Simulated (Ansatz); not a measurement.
One change: `O=C[SiH](O)[SnH3]` becomes `O=C[SiH](O)O`.

Ansatz, PBE0-D4/def2-TZVP geometries, multiplicity 1. Each molecule was computed in one conformer, which needn't be the lowest.

Elements past krypton have def2 core potentials.

| property | `O=C[SiH](O)[SnH3]` |
| --- | --- |
| HOMO–LUMO gap (PBE0/def2-TZVPP) / eV | 5.20 |
| HOMO energy (PBE0/def2-TZVPP) / eV | -6.95 |
| size of the dipole moment (PBE/def2-TZVPP) / D | 2.82 |
| LUMO energy (B3LYP/def2-TZVPP) / eV | -1.99 |
| HOMO–LUMO gap (PBE/def2-TZVPP) / eV | 2.73 |
| HOMO energy (B3LYP/def2-TZVPP) / eV | -6.75 |

Question: Give the same properties after the change, and the shifts. (Best estimate.)

Answer: Computed: 
```csv
property,`O=C[SiH](O)O`,shift
HOMO–LUMO gap (PBE0/def2-TZVPP) / eV,5.34,0.14
HOMO energy (PBE0/def2-TZVPP) / eV,-7.26,-0.31
size of the dipole moment (PBE/def2-TZVPP) / D,1.22,-1.60
LUMO energy (B3LYP/def2-TZVPP) / eV,-2.18,-0.19
HOMO–LUMO gap (PBE/def2-TZVPP) / eV,2.70,-0.03
HOMO energy (B3LYP/def2-TZVPP) / eV,-7.07,-0.32
```

With PBE0 the HOMO falls by 0.31 eV and the LUMO falls by 0.17 eV, so the gap widens by about 0.14 eV. PBE moves the HOMO by -0.22 eV and ωB97M-V by -0.39 eV. Dipoles are sizes alone; their direction can turn.

B3LYP here is the variant with VWN-RPA as its local correlation; programs differ in this.
